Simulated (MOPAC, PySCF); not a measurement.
[Y(OH)3], neutral singlet in the gas phase. 

Cartesian coordinates (Å):
```xyz
7

Y     -0.2160    -0.2206     0.0652
O     -0.9907    -0.5371    -1.7913
H     -1.3603    -0.6813    -2.6709
O      1.1886    -1.4852     0.8227
H      1.8569    -2.0809     1.1828
O     -0.8471     1.3675     1.1703
H     -1.1504     2.1232     1.6882
```
Charge 0, spin multiplicity 1.

All levels are single points at this geometry (TPSS-D3(BJ)/def2-SVP); Pople sets use spherical d functions. Orbital energies aren't observables, and empty levels follow the basis.

```csv
level,HOMO (eV),LUMO (eV),gap (eV),dipole (D),"vertical IE, Delta-SCF (eV)"
B3LYP-D3(BJ)/def2-TZVP in PySCF,-7.59,-1.69,5.90,0.02,–
PBE-D3(BJ)/def2-TZVP in PySCF,-6.20,-2.10,4.11,0.02,–
TPSSh-D3(BJ)/def2-TZVP in PySCF,-6.93,-1.56,5.37,0.02,–
B3LYP/6-311+G** (LANL2DZ on Y) in PySCF,-7.71,-1.91,5.80,0.02,–
BP86/6-31G* (LANL2DZ on Y) in PySCF,-5.94,-2.04,3.90,0.02,–
PM7 in MOPAC,-11.26,1.60,12.86,0.03,–
```
